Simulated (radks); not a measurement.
The numbers below are computed, except where a source is named.
Ionisation of the bismuth ion Bi3+, [Hg], to [Xe] 4f14 5d10 6s1 as the strength of local exchange is varied. Code: a radial shooting solver on a logarithmic mesh with Libxc functionals. Model: Dirac Kohn-Sham, Slater X-alpha exchange (alpha = 2/3 is LDA exchange), no correlation, spin-unpolarised, spherical densities, finite nucleus; Fermi nuclear charge, rms radius 5.5211 fm.

| alpha | E(Bi3+) (hartree) | exchange (hartree) | IE (eV) | -e of the level emptied (eV) | <r> of it (bohr) |
|---|---|---|---|---|---|
| 0.562 | -21493.8357 | -317.2808 | 42.906 | 37.496 (6s1/2) | 2.053 |
| 0.57 | -21498.3526 | -321.8661 | 43.023 | 37.611 (6s1/2) | 2.051 |
| 0.667 | -21553.1973 | -377.6161 | 44.457 | 39.016 (6s1/2) | 2.022 |
| 0.944 | -21710.5969 | -538.3795 | 48.659 | 43.150 (6s1/2) | 1.946 |
| 0.977 | -21729.4256 | -557.6857 | 49.170 | 43.654 (6s1/2) | 1.938 |
| 1.023 | -21755.6990 | -584.6520 | 49.886 | 44.361 (6s1/2) | 1.926 |

NIST Atomic Spectra Database: 45.4 eV (measured). The Delta-SCF value meets it near alpha = 0.73. Spin polarisation and multiplet splitting are left out, so open shells lie too high by an amount that depends on their filling.

Beside tabulated values, note that spin-unpolarised runs miss the spin-polarisation part of the exchange energy of open shells.
